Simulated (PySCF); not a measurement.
## Dipole response of Ar²⁺ (argon, charge +2)

[Ne] 3s2 3p4, high-spin 3P determinant. All numbers are calculated (PySCF 2.14, no relativity, point nucleus, in dyall-av3z (19s12p3d2f, 84 functions)). Coupled (time-dependent) response in atomic units; α is the mean over directions.

```csv
method,mean α (bohr³),"α xx, yy, zz",C₆ (like pair),S(−4)
UHF,4.743,"4.818, 4.592, 4.818",16.72,5.386
PBE,4.779,"4.820, 4.699, 4.820",16.87,5.460
PBE0,4.746,"4.796, 4.645, 4.796",16.72,5.365
TPSSh,4.750,"4.802, 4.647, 4.802",16.86,5.324
HSE06,4.743,"4.791, 4.648, 4.791",16.71,5.346
```

S(−4) is the Cauchy moment in α(ω) = α(0) + S(−4) ω² + …

α(iu) at PBE:

```json
{"u (hartree)": "0", "α(iu) (bohr³)": "4.779"}
{"u (hartree)": "0.0500", "α(iu) (bohr³)": "4.766"}
{"u (hartree)": "0.100", "α(iu) (bohr³)": "4.726"}
{"u (hartree)": "0.200", "α(iu) (bohr³)": "4.573"}
{"u (hartree)": "0.300", "α(iu) (bohr³)": "4.342"}
{"u (hartree)": "0.500", "α(iu) (bohr³)": "3.754"}
{"u (hartree)": "0.750", "α(iu) (bohr³)": "2.989"}
{"u (hartree)": "1.00", "α(iu) (bohr³)": "2.342"}
{"u (hartree)": "1.50", "α(iu) (bohr³)": "1.466"}
{"u (hartree)": "2.00", "α(iu) (bohr³)": "0.9754"}
{"u (hartree)": "3.00", "α(iu) (bohr³)": "0.5110"}
{"u (hartree)": "5.00", "α(iu) (bohr³)": "0.2135"}
```

For an ion, C₆ is the dispersion term alone; charge-induced terms of lower order in 1/R come first.

The components differ because the open shell of this determinant is not spherical; for a pure term their mean is the scalar polarisability.
